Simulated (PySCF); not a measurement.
CH₃O₂, charge +1, singlet, geometry from GFN2-xTB. Base run: PBE/STO-3G (PySCF).

Here is a job for PySCF.
```python
from pyscf import gto, scf, dft

mol = gto.Mole()
mol.atom = '''
    O    -1.05434669   -0.40745506   -0.12561844
    C    -0.10444344    0.40406092   -0.04683357
    O     1.11194808    0.18461227    0.15144752
    H    -0.91558100   -1.37692343   -0.02991756
    H    -0.37817902    1.46306326   -0.16957957
    H     1.45960960   -0.72776304    0.27386588
'''
mol.basis = 'sto-3g'
mol.charge = 1
mol.verbose = 4
mol.build()

mf = dft.RKS(mol)
mf.xc = 'pbe'
mf.kernel()
mo_i, mo_e, stable_i, stable_e = mf.stability(internal=True, external=True, return_status=True, nroots=6, tol=1e-6)
print('internally stable:', stable_i, ' externally stable:', stable_e)
if not stable_e:
    umf = mf.to_uhf() if not hasattr(mf, 'xc') else mf.to_uks()
    umf.scf_summary = {}
    umf.kernel(umf.make_rdm1(mo_e, umf.mo_occ))
mf.analyze()
```

The bond that is stretched is that between atoms 4 and 1. A test that says stable can miss a lower solution.

Each row names what was changed in the base input (with any setting that the change needs).

```tsv
change	ΔE vs base (eV)	<S^2>	E after following the instability (Eh)	<S^2> there	HOMO-LUMO gap (eV)	stability test says	outcome
base	0.00	0.000	-	-	6.59	stable	converged
bond × 1.25	0.50	0.000	-	-	6.59	stable	converged
bond × 1.5	1.83	0.000	-	-	4.77	stable	converged
bond × 1.8	3.35	0.000	-187.18077	0.00	2.88	external instability	converged
bond × 2.2	4.75	0.000	-187.14643	0.60	1.53	external instability	converged
bond × 3.0	-	-	-	-	-	-	not converged
```

Where a bond breaks into two radicals, a solution with restricted orbitals usually stops being the lowest and lies too high; an unrestricted one lies lower at the price of spin contamination, which <S^2> shows.
